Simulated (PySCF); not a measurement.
**Assigning NMR signals**

Structure with atom numbers: `[CH2:1]=[CH:2][O:3][C:4](=[O:5])[CH:6]=[CH2:7]` (H(Xn): hydrogen on atom n). Ha(C7) is cis to C4; Ha(C1) is cis to O3; Hb(C7) is trans to C4; Hb(C1) is trans to O3.

[PySCF 2.14: shieldings: GIAO B97-2/pcSseg-2; B3LYP/pcJ-2 coupling constants (without the spin–dipole term); geometry from PBE0-D3(BJ)/def2-TZVP; in vacuum; single conformer; relativity neglected]

Chemical shifts δ = σref − σ; 13C (185.38 ppm), 1H (31.64 ppm) vs TMS, all at this level.

Task: Assign these signals to the numbered atoms. 13C{1H} NMR (computed): δ 168.5 (C), 150.3 (CH), 143.5 (CH2), 136.1 (CH), 101.5 (CH2).

Result: 
| δ (ppm) | atoms | environment | reason |
| --- | --- | --- | --- |
| 168.5 | C4 | ester carbonyl carbon | lone-pair donation from the attached heteroatom keeps it upfield of a ketone carbonyl |
| 150.3 | C2 | alkene carbon bearing oxygen | an sp2 carbon further deshielded by the attached heteroatom |
| 143.5 | C7 | β carbon of a C=C–C=O unit | conjugation with the carbonyl draws π density from the β position |
| 136.1 | C6 | α carbon of a C=C–C=O unit | the olefinic region |
| 101.5 | C1 | β carbon of an enol-ether or enamine type C=C | the O or N lone pair pushes π density onto this β carbon and shields it |

Task: Assign these signals to the numbered atoms. 1H NMR (400 MHz, computed): δ 8.13 (dd, J = 15.6, 8.2 Hz, 1H), 7.12 (dd, J = 18.9, 2.6 Hz, 1H), 6.46 (dd, J = 18.9, 12.1 Hz, 1H), 6.19 (dd, J = 12.1, 2.6 Hz, 1H), 5.12 (d, J = 15.6 Hz, 1H), 4.72 (d, J = 8.2 Hz, 1H).

Result: 
| δ (ppm) | atoms | environment | reason |
| --- | --- | --- | --- |
| 8.13 | H(C2) | hydrogen on an alkene carbon bearing oxygen | – |
| 7.12 | Ha(C7) | hydrogen on a β carbon of a C=C–C=O unit | olefinic region |
| 6.46 | H(C6) | hydrogen on an α carbon of a C=C–C=O unit | attached to an sp2 carbon and in the plane of the double bond |
| 6.19 | Hb(C7) | hydrogen on a β carbon of a C=C–C=O unit | attached to an sp2 carbon and in the plane of the double bond |
| 5.12 | Ha(C1) | hydrogen on a β carbon of an enol-ether or enamine type C=C | a vinylic proton, deshielded by the sp2 carbon and the C=C anisotropy |
| 4.72 | Hb(C1) | hydrogen on a β carbon of an enol-ether or enamine type C=C | – |

Multiplet labels drop couplings under 1 Hz and merge nearly equal ones. Shifts are as computed. Against solution values, carbons near 30 ppm lie about +3 ppm off and those near 130 ppm about +7 ppm. Of 1309 compounds with measured shifts, 239 miss one by over three times the rms of a fit or turn the order of signals round; such compounds aren't used in these exercises.
